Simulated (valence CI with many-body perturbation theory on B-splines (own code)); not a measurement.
**Level structure of Eu LVII**

Computed by valence CI with perturbative core correlation (CI+MBPT): five valence electrons over a frozen Dirac-Fock core [He], radial functions for each j: 11 s, 11 p, 10 d, 8 f, 5 g, 2 h, with the one-electron correlation potential Σ1, the two-electron term Σ2, the three-electron term Σ3, Breit, model QED; selected CI, second order for the rest, scaled by the run's own slope (own B-spline code, finite nucleus).

No measured spectrum was set against this ion. As an estimate, large intervals hold to a few tenths of a per cent, small ones and those within an open d or f shell to about a per cent. Among the levels kept, up to 7300 cm⁻¹ of a level comes from second order outside the variational space, and about a tenth of that is noise between levels of different J, which matters for small intervals.

Levels 46 to 90 of 200, with energies above the lowest level, (2s^2 2p1/2^2 2p3/2) J=3/2. "Leading %" is the weight of the configuration and term that name the level; weights of strongly mixed levels are sums over their largest components and can fall short. In the jj column 3d3/2^4 stands for four electrons in 3d with j = 3/2. Lifetimes count E1, E2, E3, M1 and M2 decay at the calculated energies, and are blank where another channel may lead or the interval is too uncertain; long ones can be off by a factor of two.

```
No.  Configuration  Term    J  E (× 10³ cm⁻¹)  Leading %   Second component  Lifetime      g                      Leading jj
 46        2s2p³3p    ²P  1/2           59602         25    13 % 2s2p³3p ⁴P   1.42 fs  1.312   2s 2p1/2^2 2p3/2 3p1/2 (75 %)
 47       2s²2p²3d    ²D  3/2           59609         19    14 % 2s2p³3p ²D   1.46 fs  1.003   2s 2p1/2^2 2p3/2 3p1/2 (59 %)
 48       2s²2p²3d    ²D  5/2           59653         34   31 % 2s²2p²3d ²F   1.32 fs  1.151   2s^2 2p1/2 2p3/2 3d3/2 (92 %)
 49       2s²2p²3d    ²D  3/2           59739         28    9 % 2s²2p²3d ⁴D   3.54 fs  1.043   2s^2 2p1/2 2p3/2 3d3/2 (57 %)
 50       2s²2p²3d    ⁴P  1/2           59794         26   26 % 2s²2p²3d ²P   1.98 fs  1.566   2s^2 2p1/2 2p3/2 3d3/2 (75 %)
 51       2s²2p²3d    ⁴D  7/2           59803         46   38 % 2s²2p²3d ⁴F   46.2 fs  1.300   2s^2 2p1/2 2p3/2 3d5/2 (99 %)
 52       2s²2p²3d    ²P  3/2           59936         38   30 % 2s²2p²3d ⁴P   1.59 fs  1.344   2s^2 2p1/2 2p3/2 3d5/2 (96 %)
 53       2s²2p²3d    ²F  5/2           59953         43   23 % 2s²2p²3d ⁴D   1.28 fs  1.139   2s^2 2p1/2 2p3/2 3d5/2 (96 %)
 54       2s²2p²3d    ²G  9/2           59954         64   36 % 2s²2p²3d ⁴F   18.0 ps  1.174  2s^2 2p1/2 2p3/2 3d5/2 (100 %)
 55       2s²2p²3d    ²D  5/2           60074         61   23 % 2s²2p²3d ⁴P    924 as  1.236   2s^2 2p1/2 2p3/2 3d5/2 (97 %)
 56       2s²2p²3d    ²F  7/2           60132         68   14 % 2s²2p²3d ²G    849 as  1.121   2s^2 2p1/2 2p3/2 3d5/2 (97 %)
 57       2s²2p²3d    ²D  3/2           60165         58   29 % 2s²2p²3d ²P   1.27 fs  0.962   2s^2 2p1/2 2p3/2 3d5/2 (99 %)
 58       2s²2p²3d    ²P  1/2           60201         59   35 % 2s²2p²3d ²S   1.17 fs  1.176   2s^2 2p1/2 2p3/2 3d5/2 (99 %)
 59        2s2p³3p    ⁴D  7/2           60638         48    29 % 2s2p³3p ⁶P    257 fs  1.439   2s 2p1/2^2 2p3/2 3p3/2 (98 %)
 60        2s2p³3p    ⁴P  3/2           60703         32    25 % 2s2p³3p ²P   5.82 fs  1.528   2s 2p1/2^2 2p3/2 3p3/2 (98 %)
 61        2s2p³3p    ⁴P  5/2           60823         38    21 % 2s2p³3p ²D   6.24 fs  1.420   2s 2p1/2^2 2p3/2 3p3/2 (98 %)
 62        2s2p³3p    ²P  1/2           60854         39    26 % 2s2p³3p ⁴P   3.52 fs  1.474   2s 2p1/2^2 2p3/2 3p3/2 (99 %)
 63        2s2p³3p    ²D  5/2           61271         31    19 % 2s2p³3p ⁴P   7.87 fs  1.254   2s 2p1/2^2 2p3/2 3p3/2 (99 %)
 64        2s2p³3d   ⁴D°  5/2           61311         30   20 % 2s2p³3d ⁶D°   13.6 fs  1.262   2s 2p1/2^2 2p3/2 3d3/2 (98 %)
 65        2s2p³3d   ⁴D°  3/2           61343         28   26 % 2s2p³3d ⁶D°   6.36 fs  1.373   2s 2p1/2^2 2p3/2 3d3/2 (99 %)
 66        2s2p³3d   ⁴F°  7/2           61364         24   18 % 2s2p³3d ⁶D°    448 fs  1.254   2s 2p1/2^2 2p3/2 3d3/2 (93 %)
 67        2s2p³3d   ⁴P°  1/2           61366         46   29 % 2s2p³3d ⁶D°   16.4 fs  2.320   2s 2p1/2^2 2p3/2 3d3/2 (99 %)
 68        2s2p³3p    ²P  3/2           61382         34    14 % 2s2p³3p ⁴D   8.93 fs  1.219   2s 2p1/2^2 2p3/2 3p3/2 (99 %)
 69        2s2p³3p    ⁴P  1/2           61415         41    17 % 2s2p³3p ²S   94.6 fs  1.767   2s 2p1/2^2 2p3/2 3p3/2 (99 %)
 70        2s2p³3d   ⁴F°  9/2           61698         49   30 % 2s2p³3d ⁶D°   15.3 ps  1.341   2s 2p1/2^2 2p3/2 3d5/2 (99 %)
 71        2s2p³3d   ²D°  3/2           61819         28   16 % 2s2p³3d ⁴F°   8.28 fs  1.001   2s 2p1/2^2 2p3/2 3d3/2 (55 %)
 72        2s2p³3d   ²D°  5/2           61864         30   18 % 2s2p³3d ⁴D°   1.85 fs  1.319   2s 2p1/2^2 2p3/2 3d5/2 (97 %)
 73        2s2p³3d   ⁴D°  7/2           61926         41   24 % 2s2p³3d ²F°    988 as  1.279   2s 2p1/2^2 2p3/2 3d5/2 (93 %)
 74        2s2p³3d   ²F°  5/2           61938         34   24 % 2s2p³3d ⁴G°   9.91 fs  0.934   2s 2p1/2^2 2p3/2 3d3/2 (97 %)
 75        2s2p³3d   ⁴D°  1/2           61975         55   22 % 2s2p³3d ²P°   3.03 fs  0.606   2s 2p1/2^2 2p3/2 3d3/2 (80 %)
 76        2s2p³3d   ²D°  3/2           62058         40   21 % 2s2p³3d ²P°   1.61 fs  1.065   2s 2p1/2^2 2p3/2 3d5/2 (55 %)
 77        2s2p³3d   ²P°  1/2           62107         60   23 % 2s2p³3d ⁴D°   1.77 fs  0.668   2s 2p1/2^2 2p3/2 3d5/2 (79 %)
 78       2s²2p²3s    ⁴P  5/2           62120         63   36 % 2s²2p²3s ²D   24.1 fs  1.433          2s^2 2p3/2^2 3s (98 %)
 79       2s²2p²3s    ²P  3/2           62188         54   35 % 2s²2p²3s ²D   7.05 fs  1.160          2s^2 2p3/2^2 3s (99 %)
 80        2s2p³3d   ²F°  7/2           62377         33   20 % 2s2p³3d ⁴D°   4.95 fs  1.170   2s 2p1/2^2 2p3/2 3d5/2 (99 %)
 81        2s2p³3d   ²D°  5/2           62480         36   11 % 2s2p³3d ²F°    963 as  1.136   2s 2p1/2^2 2p3/2 3d5/2 (98 %)
 82        2s2p³3d   ²P°  3/2           62492         31   14 % 2s2p³3d ²D°   1.43 fs  1.281   2s 2p1/2^2 2p3/2 3d5/2 (99 %)
 83       2s²2p²3s    ²S  1/2           62551         68   20 % 2s²2p²3s ⁴P   12.2 fs  1.982          2s^2 2p3/2^2 3s (98 %)
 84       2s²2p²3p   ⁴P°  3/2           62896         26  20 % 2s²2p²3p ⁴S°    385 fs  1.431       2s^2 2p3/2^2 3p1/2 (98 %)
 85       2s²2p²3p   ²D°  5/2           62921         39  25 % 2s²2p²3p ²F°    497 fs  1.175       2s^2 2p3/2^2 3p1/2 (98 %)
 86       2s²2p²3p   ²P°  1/2           63312         74  17 % 2s²2p²3p ⁴D°    551 fs  0.657       2s^2 2p3/2^2 3p1/2 (98 %)
 87        2s2p³3s   ⁶S°  5/2           63580         49   40 % 2s2p³3s ⁴D°   30.3 fs  1.641      2s 2p1/2 2p3/2^2 3s (98 %)
 88        2s2p³3s   ⁴S°  3/2           63771         47   29 % 2s2p³3s ⁴D°   7.84 fs  1.474      2s 2p1/2 2p3/2^2 3s (98 %)
 89        2s2p³3s   ⁴D°  7/2           63878         95                      27.6 fs  1.397      2s 2p1/2 2p3/2^2 3s (95 %)
 90        2s2p³3s   ²D°  5/2           64060         71   22 % 2s2p³3s ⁴D°   9.03 fs  1.222      2s 2p1/2 2p3/2^2 3s (94 %)
```
